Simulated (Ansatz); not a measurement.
Gas-phase electronic energies from Ansatz, PBE0-D4/def2-TZVP geometries. CBS: MP2 limit from def2 TZ/QZ plus the TZ coupled-cluster correction, frozen cores. Functionals use def2-TZVPP. HSE06 is defined as in plane-wave codes. def2 core potentials past Kr. For Br, Cd, Sn outer-core shells are correlated without core-valence functions, which leaves a few kJ/mol of doubt a bond. Scalar relativity is left out up to krypton. Each species was taken in one conformer, which may not be the lowest.

Reaction (redistribution): `[CH3][Cd][Br]` + `C[CH](C)[Sn][OH]` → `[CH3][Cd][CH](C)C` + `[OH][Sn][Br]`

```tsv
level	ΔE (kcal/mol)
LDA (SPW92)	-0.2
CAM-B3LYP-D4	2.9
HSE06	2.0
BHLYP	3.8
```

(1) What does CCSD(T)/CBS give? (Estimate.)

Largest T1 diagnostic among the species: 0.015.

## Answers

(1) The calculation gave: +3.3 kcal/mol. The listed levels differ from it by -3.5, -0.4, -1.3, 0.5 kcal/mol.

The D4 term adds +1.0 kcal/mol with B3LYP and +0.6 kcal/mol with PBE0; it sums over pairs of atoms, weighted by their polarisabilities, and B3LYP, whose exchange is more repulsive, gets the larger term. At CCSD(T), def2-SVP lies +1.4 kcal/mol from the extrapolated value and def2-TZVPP −0.0 kcal/mol. From r2SCAN to r2SCAN0 (25 % exact exchange), in def2-TZVPP and without D4, ΔE moves by +1.8 kcal/mol.

B3LYP here is the variant with VWN-RPA as its local correlation; programs differ in this.
